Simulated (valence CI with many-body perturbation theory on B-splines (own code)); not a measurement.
## Forbidden lines of Ca XIV

Calculated by valence CI with perturbative core correlation (CI+MBPT): five valence electrons over a frozen Dirac-Fock core [He], a basis of 9 s, 9 p, 8 d, 6 f, 3 g, 1 h functions for each j, with the one-electron correlation potential Σ1 (screened to all orders), the two-electron term Σ2, the three-electron term Σ3, Breit, model QED; selected single and double excitations, second order for the rest (own B-spline code, finite nucleus).

No measured levels were compared; by estimate levels of excited configurations hold to 0.05 to 0.15 % of their energy, terms of the ground configuration to about 0.5 %. Among the levels kept, up to 1900 cm⁻¹ of a level comes from second order outside the variational space, and about a tenth of that is noise between levels of different J, which matters for small intervals.

Lines 1 to 24 of 24 in falling wavelength, among levels below 38.900 Ry, chosen from the decays that carry over 1 % of a level's rate. Wavelengths and rates use the calculated energies, so an error of 400 cm⁻¹ moves a line at 150.2 nm by 0.6 % and its rate by three times that or more. Electric multipoles are in the length gauge, E1 and E2 with the static RPA response of the core. Weak lines are less certain than strong ones. Lines between different terms over intervals too small for the method are left out, as are lines whose strength nearly cancels.

Names give the largest LS component (configuration and term), which can be under half, so a name can repeat, a term be missing and a line seem to break the LS rules; names also repeat where a configuration has a term twice. Letters in brackets count levels of one name in rising energy.

| λ vac (nm) | Upper | Lower | Type | A (s⁻¹) | Branch % |
| --- | --- | --- | --- | --- | --- |
| 1317 | 2s²2p³ ²D°_5/2 | 2s²2p³ ²D°_3/2 | M1 | 4.20e+00 | 23.1 |
| 150.2 | 2s²2p³ ²P°_1/2 | 2s²2p³ ²D°_3/2 | M1 | 5.83e+02 | 26.3 |
| 143.0 | 2s²2p³ ²P°_3/2 | 2s²2p³ ²D°_5/2 | M1 | 6.33e+02 | 12.2 |
| 129.0 | 2s²2p³ ²P°_3/2 | 2s²2p³ ²D°_3/2 | M1 | 1.45e+03 | 27.9 |
| 94.07 | 2s²2p³ ²D°_3/2 | 2s²2p³ ⁴S°_3/2 | M1 | 4.94e+02 | 100.0 |
| 87.80 | 2s²2p³ ²D°_5/2 | 2s²2p³ ⁴S°_3/2 | M1 | 1.38e+01 | 75.7 |
| 87.80 | 2s²2p³ ²D°_5/2 | 2s²2p³ ⁴S°_3/2 | E2 | 2.34e-01 | 1.3 |
| 57.84 | 2s²2p³ ²P°_1/2 | 2s²2p³ ⁴S°_3/2 | M1 | 1.63e+03 | 73.6 |
| 54.40 | 2s²2p³ ²P°_3/2 | 2s²2p³ ⁴S°_3/2 | M1 | 3.10e+03 | 59.7 |
| 2.641 | 2s²2p²3p ²S°_1/2 | 2s²2p³ ²D°_5/2 | E2 | 1.16e+08 | 2.4 |
| 2.636 | 2s²2p²3p ²S°_1/2 | 2s²2p³ ²D°_3/2 | E2 | 1.82e+08 | 3.7 |
| 2.633 | 2s²2p²3p ⁴D°_1/2 | 2s²2p³ ²D°_5/2 | E2 | 1.18e+08 | 4.7 |
| 2.628 | 2s²2p²3p ⁴D°_1/2 | 2s²2p³ ²D°_3/2 | E2 | 6.45e+07 | 2.6 |
| 2.605 | 2s²2p²3p ²D°_3/2 [a] | 2s²2p³ ²D°_5/2 | E2 | 1.03e+08 | 1.3 |
| 2.602 | 2s²2p²3p ²F°_5/2 | 2s²2p³ ²P°_3/2 | E2 | 1.10e+08 | 1.1 |
| 2.600 | 2s²2p²3p ²D°_3/2 [a] | 2s²2p³ ²D°_3/2 | E2 | 2.61e+08 | 3.2 |
| 2.589 | 2s²2p²3p ²D°_5/2 [a] | 2s²2p³ ²D°_5/2 | E2 | 2.50e+08 | 2.9 |
| 2.564 | 2s²2p²3p ²S°_1/2 | 2s²2p³ ⁴S°_3/2 | E2 | 9.08e+07 | 1.9 |
| 2.556 | 2s²2p²3p ⁴D°_1/2 | 2s²2p³ ⁴S°_3/2 | E2 | 1.47e+08 | 5.8 |
| 2.554 | 2s²2p²3p ⁴D°_3/2 | 2s²2p³ ⁴S°_3/2 | E2 | 2.12e+08 | 4.1 |
| 2.551 | 2s²2p²3p ²F°_7/2 | 2s²2p³ ²D°_5/2 | E2 | 2.05e+08 | 2.0 |
| 2.551 | 2s²2p²3p ²F°_5/2 | 2s²2p³ ²D°_3/2 | E2 | 1.63e+08 | 1.6 |
| 2.545 | 2s²2p²3p ⁴D°_5/2 | 2s²2p³ ⁴S°_3/2 | E2 | 2.16e+08 | 5.3 |
| 2.535 | 2s²2p²3p ⁴D°_7/2 | 2s²2p³ ⁴S°_3/2 | E2 | 2.34e+08 | 8.4 |
